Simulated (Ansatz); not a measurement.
Start from `COB(S)S` and change one atom or group to get `SBS`.

Ansatz, PBE0-D4/def2-TZVP geometries, multiplicity 1. Each molecule was computed in one conformer, which needn't be the lowest.

```
                           property  `COB(S)S`
HOMO–LUMO gap (PBE/def2-TZVPP) / eV       5.36
 HOMO energy (PBE0/def2-TZVPP) / eV      -7.33
  LUMO energy (PBE/def2-TZVPP) / eV      -0.75
HOMO energy (B3LYP/def2-TZVPP) / eV      -7.07
 LUMO energy (PBE0/def2-TZVPP) / eV       0.18
LUMO energy (B3LYP/def2-TZVPP) / eV      -0.10
```

Q: What does the change do to each property? (Best estimate.)

A: Computed: 
| property | `SBS` | shift |
| --- | --- | --- |
| HOMO–LUMO gap (PBE/def2-TZVPP) / eV | 4.60 | -0.76 |
| HOMO energy (PBE0/def2-TZVPP) / eV | -7.57 | -0.24 |
| LUMO energy (PBE/def2-TZVPP) / eV | -1.83 | -1.08 |
| HOMO energy (B3LYP/def2-TZVPP) / eV | -7.32 | -0.25 |
| LUMO energy (PBE0/def2-TZVPP) / eV | -0.93 | -1.11 |
| LUMO energy (B3LYP/def2-TZVPP) / eV | -1.09 | -0.99 |

With PBE0 the HOMO falls by 0.24 eV and the LUMO falls by 1.11 eV, so the gap narrows by about 0.87 eV. PBE moves the HOMO by -0.31 eV and ωB97M-V by -0.20 eV.

B3LYP here is the variant with VWN-RPA as its local correlation; programs differ in this.
